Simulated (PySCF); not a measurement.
Compound: CF3SO3H.
Bonds: O1–S2 (double), S2–O3 (double), S2–O4, S2–C5, C5–F6, C5–F7, C5–F8. Hydrogens: H9 on O4.

Method used: PySCF, PBE0-D3(BJ)/def2-TZVP geometry optimisation, gas phase.

Give the optimised bond lengths and angles.

```
               bond  length (bohr)   order
       O1=S2, S2=O3          2.679  double
              S2–O4          2.980  single
              S2–C5          3.492  single
C5–F6, C5–F7, C5–F8          2.499  single
              O4–H9          1.830  single
```

Bonds in one row agree within 0.02 bohr and their mean is given. Orders are formal, as drawn. A selection of angles:
```
   angle  degrees
O1–S2–O3    123.9
O1–S2–O4    109.3
O1–S2–C5    106.8
O3–S2–O4    107.4
O4–S2–C5     99.4
S2–C5–F6    109.3
F6–C5–F7    109.4
H9–O4–S2    109.4
```

Dihedral angles: O1–S2–C5–F6 -55° (synclinal); H9–O4–S2–O1 20° (synperiplanar). The mirror-image conformer, all signs reversed, is as good.

O4 (hydroxyl oxygen) is bent (angle 109.4°). The 3 O–S bonds span 1.414 Å (S2=O3, drawn double) to 1.577 Å (S2–O4, drawn single), a spread of 0.163 Å. S2 (sulfonyl sulfur) is distorted tetrahedral (angles from 99.4° to 123.9°).

Not checked by PBE0-D3(BJ)/def2-TZVP frequencies. One conformer, not necessarily the lowest (O1–S2–O4–H 20°).
